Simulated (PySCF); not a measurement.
## Electron correlation in Rh (rhodium, neutral)

[Kr] 4d8 5s1, high-spin 4F determinant. Calculation: PySCF 2.14, in def2-TZVPPD with the def2 core potential (28 electrons) (6s4p3d2f1g, 56 functions); scalar relativity through the core potential. Frozen: 4s2 4p6; 9 electrons correlated.

```json
{"level": "CCSD", "correlation energy (mhartree)": "-237.08"}
{"level": "(T)", "correlation energy (mhartree)": "-8.61"}
{"level": "CCSD(T)", "correlation energy (mhartree)": "-245.69"}
```

Diagnostics: T1 = 0.015, D1 = 0.0610, largest double amplitude 0.021.

Cost of the coupled-cluster step: roughly 4 core-seconds, for 9 correlated electrons.

Iterations:

```
CC2 = 0
CCSD nocc = (np.int64(6), np.int64(3)), nmo = (52, 52)
frozen orbitals [[0, 1, 2, 3], [0, 1, 2, 3]]
max_cycle = 100
direct = 0
conv_tol = 1e-08
conv_tol_normt = 1e-06
diis_space = 8
diis_start_cycle = 0
Init t2, MP2 energy = -0.242055894480881
Init E_corr(UCCSD) = -0.242055894483616
cycle = 1  E_corr(UCCSD) = -0.233848295162734  dE = 0.00820759932  norm(t1,t2) = 0.0478678
cycle = 2  E_corr(UCCSD) = -0.236273323232252  dE = -0.00242502807  norm(t1,t2) = 0.0168782
cycle = 3  E_corr(UCCSD) = -0.236870052968908  dE = -0.000596729737  norm(t1,t2) = 0.00845255
cycle = 4  E_corr(UCCSD) = -0.237076563713106  dE = -0.000206510744  norm(t1,t2) = 0.00175878
cycle = 5  E_corr(UCCSD) = -0.237071769176213  dE = 4.79453689e-06  norm(t1,t2) = 0.000501123
cycle = 6  E_corr(UCCSD) = -0.237070942418976  dE = 8.26757237e-07  norm(t1,t2) = 0.00017546
cycle = 7  E_corr(UCCSD) = -0.237075530650264  dE = -4.58823129e-06  norm(t1,t2) = 5.16333e-05
cycle = 8  E_corr(UCCSD) = -0.237075620470881  dE = -8.98206172e-08  norm(t1,t2) = 1.02278e-05
cycle = 9  E_corr(UCCSD) = -0.237075467790871  dE = 1.5268001e-07  norm(t1,t2) = 3.91137e-06
cycle = 10  E_corr(UCCSD) = -0.237075471609272  dE = -3.8184011e-09  norm(t1,t2) = 9.7293e-07
UCCSD converged
E(UCCSD) = -109.9824023671307  E_corr = -0.2370754716092723
UCCSD(T) correction = -0.00861041671660273
```
